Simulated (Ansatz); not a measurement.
`N[SiH](F)/N=C/O`. Total charge 0; spin multiplicity 1. All single points use the PBE0-D4/def2-TZVP geometry. It is one conformer, not always the lowest.

```xyz
11

N    -0.119   -1.399   -1.594
Si   -0.307   -1.017    0.044
F     0.896   -1.564    0.964
N    -0.381    0.689    0.181
C     0.345    1.385    0.934
O     0.235    2.711    1.029
H     0.373   -0.791   -2.225
H    -0.184   -2.341   -1.938
H    -1.516   -1.673    0.580
H     1.141    1.026    1.593
H    -0.483    2.974    0.434
```

Problem. What is the dipole moment at B3LYP/def2-TZVPP? (Best estimate.)

Solution. Computed: 1.55 D, with components (-0.01, 0.50, -1.47) D in this frame, pointing from negative to positive charge.

Problem. And with PBE, r2SCAN, ωB97M-V? (Estimate.)

Solution. Computed: PBE 1.61 D, r2SCAN 1.60 D, ωB97M-V 1.53 D.

Problem. Give the Mulliken charges with B3LYP, PBE, ωB97M-V in def2-TZVPP. (An estimate is asked.)

Solution. Ansatz gave: 
```
atom  B3LYP    PBE  ωB97M-V
  N1  -0.39  -0.38    -0.36
 Si2   0.71   0.58     0.67
  F3  -0.34  -0.29    -0.33
  N4  -0.35  -0.29    -0.38
  C5   0.14   0.10     0.16
  O6  -0.25  -0.20    -0.24
  H7   0.14   0.15     0.12
  H8   0.14   0.15     0.11
  H9  -0.11  -0.10    -0.06
 H10   0.11   0.09     0.11
 H11   0.20   0.20     0.20
```

B3LYP here is the variant with VWN-RPA as its local correlation; programs differ in this.
